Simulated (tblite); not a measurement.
Species: C5H11BN (doublet state).
Numbering: `[CH3:1][C@H:2]1[CH2:3][CH2:4][B:5]([NH:6])[CH2:7]1` (hydrogens: H8, H9, H10 on C1; H11 on C2; H12, H13 on C3; H14, H15 on C4; H16 on N6; H17, H18 on C7)

Computed with GFN2-xTB (tblite), gas phase: L-BFGS steps from a force-field or distance-geometry start until the largest atomic force falls under 0.01 eV/Å.

Step 39: E = -555.7172 eV
```
atom  x, y, z in Å  |  force x, y, z in eV/Å
C1     -2.1188   -0.6562    0.0757   -0.030  -0.003   0.000
C2     -0.8409   -0.1616   -0.5978   -0.032  -0.102  -0.015
C3     -0.3920    1.2208   -0.1228   -0.086  -0.068  -0.006
C4      1.0681    1.3458   -0.5409   -0.068   0.120  -0.016
B5      1.6801   -0.1544   -0.4769    0.043  -0.070  -0.001
N6      2.9184   -0.5323   -0.5400    0.041   0.070  -0.013
C7      0.3389   -1.0863   -0.3057    0.007  -0.015   0.046
H8     -2.0624   -0.5027    1.1522    0.001  -0.022  -0.006
H9     -2.2644   -1.7203   -0.1080   -0.006   0.051  -0.042
H10    -2.9889   -0.1222   -0.3022    0.021   0.014   0.023
H11    -0.9959   -0.1351   -1.6808   -0.014   0.038  -0.027
H12    -0.4685    1.2670    0.9649    0.000  -0.004   0.030
H13    -1.0128    2.0169   -0.5388    0.009   0.012   0.008
H14     1.6065    2.0524    0.0827    0.103   0.023   0.027
H15     1.1436    1.6832   -1.5722    0.017   0.011  -0.082
H16     3.7034   -1.1371   -0.5570   -0.012  -0.044   0.002
H17     0.3513   -1.9678   -0.9448    0.019   0.032   0.062
H18     0.3256   -1.4039    0.7361   -0.011  -0.046   0.010
```

Step 40: E = -555.7194 eV
```
atom  x, y, z in Å  |  force x, y, z in eV/Å
C1     -2.1177   -0.6567    0.0769   -0.064  -0.002   0.016
C2     -0.8416   -0.1632   -0.5990   -0.009  -0.113   0.002
C3     -0.3966    1.2221   -0.1289   -0.059  -0.053   0.018
C4      1.0667    1.3466   -0.5361   -0.039   0.089  -0.042
B5      1.6794   -0.1545   -0.4730    0.072  -0.048   0.003
N6      2.9198   -0.5268   -0.5399    0.039   0.038  -0.017
C7      0.3388   -1.0850   -0.3012    0.051  -0.042   0.036
H8     -2.0530   -0.5176    1.1557    0.003  -0.022  -0.030
H9     -2.2757   -1.7176   -0.1188    0.000   0.082  -0.043
H10    -2.9837   -0.1065   -0.2881    0.016  -0.009   0.028
H11    -0.9963   -0.1402   -1.6826   -0.010   0.027  -0.008
H12    -0.4786    1.2753    0.9582   -0.015  -0.006   0.026
H13    -1.0161    2.0147   -0.5542    0.017   0.012   0.014
H14     1.6074    2.0485    0.0917    0.067   0.027   0.012
H15     1.1510    1.6804   -1.5681    0.015   0.032  -0.068
H16     3.7008   -1.1382   -0.5683   -0.046  -0.013   0.010
H17     0.3583   -1.9662   -0.9391    0.001   0.010   0.027
H18     0.3284   -1.4088    0.7388   -0.039  -0.010   0.018
```

Step 41: E = -555.7212 eV
```
atom  x, y, z in Å  |  force x, y, z in eV/Å
C1     -2.1182   -0.6566    0.0766   -0.031   0.000   0.003
C2     -0.8416   -0.1658   -0.5985    0.020  -0.074   0.017
C3     -0.4001    1.2216   -0.1299   -0.010  -0.037   0.021
C4      1.0636    1.3494   -0.5347    0.016   0.004  -0.047
B5      1.6802   -0.1541   -0.4690    0.060   0.005   0.004
N6      2.9222   -0.5215   -0.5405    0.014   0.033  -0.016
C7      0.3402   -1.0846   -0.2966    0.070  -0.045   0.022
H8     -2.0508   -0.5258    1.1550    0.010  -0.016   0.009
H9     -2.2836   -1.7137   -0.1265   -0.008   0.043  -0.052
H10    -2.9782   -0.0968   -0.2828   -0.040   0.010   0.010
H11    -0.9945   -0.1410   -1.6829   -0.004   0.005   0.009
H12    -0.4817    1.2782    0.9566   -0.027  -0.015   0.043
H13    -1.0185    2.0130   -0.5571   -0.002   0.019   0.004
H14     1.6089    2.0502    0.0909    0.030   0.029   0.004
H15     1.1510    1.6754   -1.5687    0.007   0.051  -0.067
H16     3.6955   -1.1425   -0.5741   -0.039  -0.010   0.013
H17     0.3659   -1.9639   -0.9349   -0.010  -0.021  -0.010
H18     0.3309   -1.4152    0.7410   -0.056   0.020   0.032
```

Step 42: E = -555.7223 eV
```
atom  x, y, z in Å  |  force x, y, z in eV/Å
C1     -2.1184   -0.6563    0.0774   -0.019   0.001   0.000
C2     -0.8409   -0.1696   -0.5980    0.033  -0.016   0.020
C3     -0.4036    1.2209   -0.1322    0.029  -0.008   0.019
C4      1.0622    1.3516   -0.5324    0.041  -0.039  -0.040
B5      1.6819   -0.1538   -0.4643    0.037   0.040  -0.004
N6      2.9238   -0.5201   -0.5429    0.000   0.040  -0.012
C7      0.3427   -1.0858   -0.2928    0.053  -0.029   0.010
H8     -2.0448   -0.5360    1.1568    0.004  -0.018   0.003
H9     -2.2919   -1.7095   -0.1361   -0.018   0.028  -0.045
H10    -2.9746   -0.0853   -0.2736   -0.039   0.004   0.012
H11    -0.9932   -0.1447   -1.6830    0.001  -0.011   0.025
H12    -0.4903    1.2839    0.9542   -0.021  -0.027   0.020
H13    -1.0199    2.0115   -0.5656   -0.003  -0.003   0.008
H14     1.6074    2.0535    0.0938    0.001   0.009  -0.010
H15     1.1548    1.6742   -1.5677   -0.006   0.050  -0.042
H16     3.6935   -1.1451   -0.5811   -0.028  -0.014   0.016
H17     0.3716   -1.9636   -0.9323   -0.010  -0.035  -0.021
H18     0.3310   -1.4195    0.7436   -0.056   0.029   0.039
```

**Question.** Estimate the geometry and energy of step 43. (The exact step hangs on the optimiser's Hessian estimate; all steps are aligned on step 42, rigid shifts and turns removed.)

**Answer.** E = -555.7233 eV, largest force 0.083 eV/Å
```
atom  x, y, z in Å  |  force x, y, z in eV/Å
C1     -2.1196   -0.6556    0.0767    0.028   0.007  -0.016
C2     -0.8389   -0.1728   -0.5959    0.034   0.033   0.016
C3     -0.4045    1.2195   -0.1302    0.052   0.005   0.004
C4      1.0608    1.3534   -0.5332    0.054  -0.058  -0.023
B5      1.6842   -0.1516   -0.4605   -0.006   0.058  -0.012
N6      2.9257   -0.5177   -0.5429    0.007   0.043  -0.012
C7      0.3465   -1.0875   -0.2894    0.015  -0.008   0.003
H8     -2.0456   -0.5410    1.1555    0.004  -0.017   0.038
H9     -2.2982   -1.7052   -0.1430   -0.027  -0.023  -0.048
H10    -2.9714   -0.0786   -0.2721   -0.060   0.023   0.001
H11    -0.9902   -0.1453   -1.6812    0.008  -0.025   0.031
H12    -0.4923    1.2846    0.9560   -0.007  -0.036   0.019
H13    -1.0212    2.0100   -0.5635   -0.010  -0.015   0.002
H14     1.6063    2.0601    0.0882   -0.013  -0.006  -0.013
H15     1.1519    1.6716   -1.5706   -0.016   0.043  -0.028
H16     3.6886   -1.1503   -0.5845   -0.009  -0.022   0.019
H17     0.3773   -1.9635   -0.9315   -0.006  -0.034  -0.017
H18     0.3318   -1.4238    0.7461   -0.047   0.032   0.037
```

The energy changes by -0.0010 eV. The first-order estimate −F·Δx gives -0.0015 eV and the mean of the old and new forces, exact on a quadratic surface, -0.0010 eV. The step makes an angle of 71° with the force vector and moves no atom by more than 0.010 Å.

The cost below is that of the whole relaxation. Time: 0.27 s. Hardware: one thread of an AMD EPYC 9B45, no GPU, on a shared host.
